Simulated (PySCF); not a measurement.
Species: 3-(trifluoromethyl)phenol, C7H5F3O.
Geometry (PBE0-D3(BJ)/def2-SVP, Å), atoms numbered from 1 in this order:
```xyz
16
C7H5F3O angstrom
O     -2.4270   -1.6330    0.3417
C     -1.4807   -0.6890    0.1778
C     -1.8968    0.6423    0.0691
C     -0.9551    1.6515   -0.0954
C      0.4064    1.3580   -0.1533
C      0.8146    0.0290   -0.0466
C      2.2781   -0.3038   -0.1482
F      3.0289    0.5730    0.5248
F      2.5508   -1.5215    0.3331
F      2.6986   -0.2816   -1.4183
C     -0.1179   -0.9934    0.1188
H     -2.0113   -2.4996    0.4044
H     -2.9648    0.8617    0.1208
H     -1.2895    2.6883   -0.1758
H      1.1446    2.1521   -0.2739
H      0.2212   -2.0284    0.2098
```

Theory: PySCF, PBE0-D3(BJ)/def2-SVP geometry optimisation, gas phase.

Masses are those of the commonest isotopes; rigid-rotor values at the optimised geometry. The values belong to one conformer with, in the numbering `[OH:1][c:2]1[cH:3][cH:4][cH:5][c:6]([C:7]([F:8])([F:9])[F:10])[cH:11]1`, H–O1–C2–C3 180°.

**Question.** Give the principal moments of inertia and the rotational constants in MHz.

**Answer.** Ia = 236.26, Ib = 682.47, Ic = 831.15 u·Å²; 505379 MHz·u·Å²/I gives A = 2139, B = 740.5, C = 608.1 MHz.

**Question.** Classify the top.

**Answer.** An asymmetric top: κ = (2 × 740.5 − 2139 − 608.1)/(2139 − 608.1) = -0.83.

**Question.** What does the inertial defect say?

**Answer.** Not planar: Δ = Ic − Ia − Ib = -87.59 u·Å². For a rigid frame Δ = −2 Σ m c², so Σ m c² = 43.79 u·Å² lies off the ab plane: 0.00 from hydrogen and 43.79 from heavier atoms. The atom farthest from that plane is 1.22 Å away.

**Question.** Which lines would a microwave search look for?

**Answer.** The dipole components are |μa| = 1.75 D, |μb| = 0.54 D, |μc| = 0.06 D. Intensities carry the squares of the components, which stand as 1.00 : 0.09 : 0.00 (a : b : c). Some lines, for components of 0.1 D or more:

```
type  branch         J(Ka,Kc)    MHz  lower level (cm⁻¹)
   a       Q  2(1,1) ← 2(1,2)    397               0.177
   a       R  1(0,1) ← 0(0,0)   1349               0.000
   b       Q  1(1,0) ← 1(0,1)   1531               0.045
   a       R  2(1,2) ← 1(1,1)   2565               0.092
   a       R  2(0,2) ← 1(0,1)   2688               0.045
   b       R  3(0,3) ← 2(1,2)   2735               0.177
   a       R  2(1,1) ← 1(1,0)   2830               0.096
   b       R  2(1,2) ← 1(0,1)   3963               0.045
   a       R  3(2,2) ← 2(2,1)   4046               0.330
   a       R  3(2,1) ← 2(2,0)   4081               0.331
   b       Q  2(2,0) ← 2(1,1)   4205               0.190
   b       Q  2(2,1) ← 2(1,2)   4593               0.177
   b       Q  3(2,2) ← 3(1,3)   4797               0.305
   b       R  3(1,3) ← 2(0,2)   5117               0.135
   b       R  2(2,1) ← 1(1,0)   7025               0.096
   b       Q  3(3,0) ← 3(2,1)   7285               0.467
   b       R  3(2,2) ← 2(1,1)   8241               0.190
   b       R  3(2,1) ← 2(1,2)   8683               0.177
   b       R  3(3,1) ← 2(2,0)  11366               0.331
```

**Question.** Estimate the classical rotational partition function at 25 K, 298.15 K and 500 K.

**Answer.** Point group C1, symmetry number σ = 1; q = (√π/σ)·√((kT/h)³/(ABC)), k/h = 20836.6 MHz/K: 21500 at 25 K, 884000 at 298.15 K, 1920000 at 500 K.

Whether it is a minimum is left open (no frequencies). No vibrational averaging or centrifugal distortion is included, and the geometry carries the error of its method.
